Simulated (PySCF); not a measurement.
**Radial density of Pm (promethium, neutral)**

CAM-B3LYP, [Xe] 4f5 6s2, one real determinant. Calculation: PySCF 2.14, in x2c-TZVPPall (11s7p7d4f2g, 113 functions); scalar relativity by spin-free X2C-1e.

```tsv
r (bohr)	4πr²ρ (e/bohr)	4πr²(ρα − ρβ)
0.0267	71.73	0.0032
0.0450	83.57	0.0055
0.0757	106.2	-0.0013
0.127	78.83	0.0364
0.214	92.20	0.5520
0.360	38.64	2.6684
0.606	42.04	4.9947
1.02	14.58	3.4969
1.71	6.557	1.0011
2.88	1.204	0.0940
4.85	0.4431	-0.0022
8.15	0.04719	-0.0034
13.7	0.0002660	0.0000
```

Densities and radii are taken from the X2C orbitals without a picture-change correction, which distorts them close to the nucleus.

⟨L²⟩ = 24.01 against 30 for a pure H term, so this real determinant mixes terms. Spin-orbit coupling, absent here, splits the open shell strongly.

Where is the radial spin density 4πr²(ρα − ρβ) most negative, and why is it negative at all?

Around r = 8.15 bohr, down to -0.0034 e/bohr: exchange with the open shell polarises the paired shells in an unrestricted calculation.
